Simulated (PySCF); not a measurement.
## MoN(OH)₂ + HF → MoO₂F + NH₃

Level: PBE0 in the def2-TZVP basis family, computed in PySCF with density fitting; scalar-relativistic core potentials for atoms from Rb on, none lighter, no spin–orbit coupling; open shells unrestricted.

| species | state and structure | E (Eh) | ZPE (kJ/mol) | H(298 K) − H(0) (kJ/mol) | S° (J/(mol K)) |
| --- | --- | --- | --- | --- | --- |
| MoN(OH)₂ | doublet, Cs, Mo–N 1.625 Å, Mo–O 1.886 Å (×2), O–H 0.960 Å (×2); H–O–Mo 123.7° (×2), N–Mo–O 109.7° (×2), O–Mo–O 124.1° | -274.51995 | 80.0 | 16.7 | 320.2 |
| HF | singlet, C∞v, H–F 0.920 Å | -100.39188 | 24.9 | 8.7 | 173.6 |
| MoO₂F | doublet, Cs, Mo–F 1.854 Å, Mo–O 1.673 Å (×2); F–Mo–O 118.4° (×2), O–Mo–O 110.2° | -318.44547 | 21.0 | 14.4 | 308.5 |
| NH₃ | singlet, C3v, N–H 1.013 Å (×3); H–N–H 107.1° (×3) | -56.51312 | 90.6 | 10.0 | 192.4 |

Question: What is the electronic reaction energy?

Answer: At PBE0/def2-TZVP, ΔE = -122.8 kJ/mol from the differences of the total energies times 2625.5, downhill. 

Question: Add zero-point, thermal and entropy terms for 298.15 K and 1 bar.

Answer: ΔZPE = 6.7 and Δ[H(298) − H(0)] = -1.0 kJ/mol give ΔH° = -117.1 kJ/mol. ΔS° = 7.1 J/(mol K), so ΔG° = -117.1 − 298.15 × (0.0071) = -119 kJ/mol and log₁₀K = 20.9.

Open d or f shells are single determinants, so the state found may not be the ground state. Each species is the lowest minimum found with this bonding; other isomers or fragments can lie lower.
